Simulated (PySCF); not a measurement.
## Bromine: a sound run and one with changed settings

Sound run: Br [Ar] 3d10 4s2 4p5, Br⁺ [Ar] 3d10 4s2 4p4. All numbers are calculated (PySCF 2.14, the non-relativistic Hamiltonian (point nucleus), in def2-SVP). The sound run starts from symmetry-adapted Hartree-Fock orbitals and uses a fine grid where one is needed.

Changed run: radial step 0.3 in ln r (0.13 in the sound run). This setting is unsound on purpose.

| species | method | sound run (hartree) | changed run (hartree) | converged |
| --- | --- | --- | --- | --- |
| Br | UHF | -2572.08220 | -2572.08220 | yes |
| Br | M06-L | -2573.70552 | -2573.65673 | yes |
| Br | M06-2X | -2573.84102 | -2573.87932 | yes |
| Br⁺ | UHF | -2571.68517 | -2571.68517 | yes |
| Br⁺ | M06-L | -2573.27111 | -2573.23137 | yes |
| Br⁺ | M06-2X | -2573.40857 | -2573.44993 | yes |

Ionisation energy of Br:

| method | sound run (eV) | changed run (eV) |
| --- | --- | --- |
| UHF | 10.804 | 10.804 |
| M06-L | 11.821 | 11.574 |
| M06-2X | 11.768 | 11.684 |

A coarse radial grid mis-integrates the density and the exchange-correlation energy, with errors of either sign; Hartree-Fock needs no grid.

For comparison, NIST gives 11.814 eV between the lowest levels.
